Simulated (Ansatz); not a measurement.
Abridged output of a molecular run in Ansatz:

```
Functional definition: HF
1545 factors; integrals over basis functions are off by at most 1.2e-3 eV
mean field evaluation 1: about -18377.3371 eV, gradient 3.5e1 eV
mean field evaluation 2: about -18377.5663 eV, gradient 3.5e1 eV
mean field evaluation 4: about -18380.9247 eV, gradient 4.3e0 eV
mean field evaluation 8: about -18380.9972 eV, gradient 2.2e-1 eV
mean field evaluation 16: about -18380.9975 eV, gradient 1.7e-6 eV
mean field -18380.99746042 eV, -675.4891975827 hartree, gradient 1.7e-6 eV, S^2 0.000000; 0 other end points of the search recorded, 0 dependent functions left out
12 core orbitals not correlated: weight in the atoms' cores, before any rotation towards them, 1.000 or more for the frozen orbitals, at most 0.000 for the correlated occupied ones
reference -18380.99746042 eV, -675.4891975827 hartree; 13, 13 occupied and 247, 247 virtual orbitals, 1545 factors
second order -17.59295520 eV of doubles, -0.00000000 eV of singles
cycle   1  -18.66811014 eV  change    -1.1e0 eV  update   9.5e-2
cycle   2  -19.22622634 eV  change   -5.6e-1 eV  update   2.9e-2
cycle   3  -19.29780014 eV  change   -7.2e-2 eV  update   1.2e-2
cycle   4  -19.29074985 eV  change    7.1e-3 eV  update   3.5e-3
cycle   5  -19.28994279 eV  change    8.1e-4 eV  update   1.6e-3
cycle   6  -19.28983979 eV  change    1.0e-4 eV  update   4.6e-4
cycle   7  -19.28964818 eV  change    1.9e-4 eV  update   1.9e-4
cycle   8  -19.28965707 eV  change   -8.9e-6 eV  update   7.8e-5
cycle   9  -19.28968220 eV  change   -2.5e-5 eV  update   3.1e-5
perturbative correction -0.69540745 eV, -0.0255557525 hartree
Total energy: -18400.98255006 eV, -676.2236360809 hartree
```

Its atoms:

```xyz
13

C     0.051   -0.606   -1.888
N     0.963   -0.647   -0.764
Si    0.420   -0.632    0.870
Si   -0.754    1.302    1.521
H    -0.835   -1.204   -1.661
H     0.513   -1.044   -2.777
H    -0.292    0.405   -2.146
H     1.859   -0.229   -0.956
H     1.625   -0.775    1.732
H    -0.487   -1.797    1.076
H    -1.945    1.518    0.652
H     0.111    2.511    1.411
H    -1.228    1.197    2.930
```

Q: Which basis set was used?
A. cc-pV(D+d)Z
B. def2-TZVPP
C. def2-SVPD
D. def2-SVP

A: B. It gives 272 functions.

Q: Write the keys of the input that set method, charge and spin (a neutral closed shell needs none for the last two).

A: 
```yaml
correlation: {method: ccsd_t}
```
